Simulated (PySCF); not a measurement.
Unknowns

- σ from GIAO-PBE0/pcSseg-1
- GFN2-xTB structure
- code: PySCF
- relativity neglected, single conformer, averaged over atoms made equivalent by symmetry, fast rotation or ring inversion, gas phase

Chemical shifts δ = σref − σ; TMS for ¹H (31.72 ppm), ¹³C (186.93 ppm), all at this level. Splittings of carbon signals by F and P are missing where no couplings were computed. Where no couplings were computed, multiplicities follow the n + 1 count of equivalent neighbours, and m marks all less simple cases (inequivalent or close neighbours, rings, F or P nearby). Shifts are as computed. Against solution values, carbons near 30 ppm lie about +3 ppm off and those near 130 ppm about +5 ppm; carbons on Cl a further +6 ppm. Of 1211 compounds with measured shifts, 218 miss one by over three times the rms of a fit or turn the order of signals round; such compounds aren't used in these exercises. Carbons bonded to Cl come out too deshielded.

Task: C$_{7}$H$_{10}$ClOP. ¹H NMR (600 MHz, computed): δ 6.82 (m, 1H), 1.40 (s, 9H). ¹³C{¹H} NMR (computed): δ 221.1 (C), 150.3 (C), 126.5 (CH), 40.3 (C), 31.2 (CH3). What is it?

Result: SMILES CC(C)(C)c1oc(Cl)cp1. 5 carbon signals for 7 carbons: some carbons are equivalent by symmetry or fast rotation. Carbon types of the structure: 3 × C, 1 × CH, 3 × CH3, which accounts for all hydrogens. δC 221.1: substituted aromatic carbon next to the ring oxygen. δC 150.3: aromatic carbon bearing chlorine. δC 126.5: aromatic CH; the aromatic region. δC 31.2: methyl carbon; saturated and bonded to C and H only.

This is the structure that produced the data.

Task: C$_{8}$H$_{10}$ClF. ¹H NMR (300 MHz, computed): δ 4.86 (m, 2H), 4.22 (s, 2H), 3.01 (s, 1H), 2.73 (m, 2H), 2.34 (s, 3H). ¹³C{¹H} NMR (computed): δ 156.6 (C), 126.2 (C), 92.6 (CH), 88.7 (C), 85.7 (CH2), 50.2 (CH2), 39.6 (CH2), 25.4 (CH3). Give a structure.

Result: SMILES C(/C(=C(/C#C)CCF)C)Cl. The formula gives 3 degrees of unsaturation (no ring in the answer). 8 carbon signals for 8 carbons: no two carbons are equivalent. Carbon types of the structure: 3 × C, 1 × CH, 3 × CH2, 1 × CH3, which accounts for all hydrogens. δC 156.6, 126.2: fully substituted alkene carbon; the olefinic region. δC 92.6: terminal alkyne carbon; the triple bond shields along its axis, which puts it between sp3 and sp2 carbons. δC 88.7: alkyne carbon; the triple bond shields along its axis, which puts it between sp3 and sp2 carbons. δC 85.7: sp3 CH2 bonded to F; the inductive effect lowers its shielding.

This is the structure that produced the data.
